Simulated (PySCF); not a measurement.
C2H2O4. Atoms are numbered in the order given.

```xyz
8

O     -0.9603    -1.4620     0.0000
C      0.1590    -0.7506     0.0000
O      1.2676    -1.2020     0.0000
C     -0.1590     0.7506     0.0000
O      0.9603     1.4620     0.0000
O     -1.2676     1.2020     0.0000
H     -0.6986    -2.3959     0.0000
H      0.6986     2.3959     0.0000
```
Charge 0, spin multiplicity 1.

Geometry optimised at PBE0-D3(BJ)/def2-SVP. One conformer was computed; it need not be the lowest.

Level of theory: PBE/def2-TZVP (PySCF).

ESP charges are fitted to the potential on shells at 1.4 to 2.0 van der Waals radii. Atomic charges (e):

```tsv
atom	ESP fit	IAO
O1	-0.51	-0.43
C2	0.55	0.45
O3	-0.46	-0.41
C4	0.55	0.45
O5	-0.51	-0.43
O6	-0.46	-0.41
H7	0.42	0.38
H8	0.42	0.38
```

Computed Mayer and Wiberg (Löwdin basis) orders of the bonds:
```tsv
bond	Mayer	Wiberg
O1–C2	1.30	1.85
C2–O3	2.10	2.71
C2–C4	0.91	1.05
C4–O5	1.30	1.85
C4–O6	2.10	2.71
O1–H7	0.86	0.96
O5–H8	0.86	0.96
```
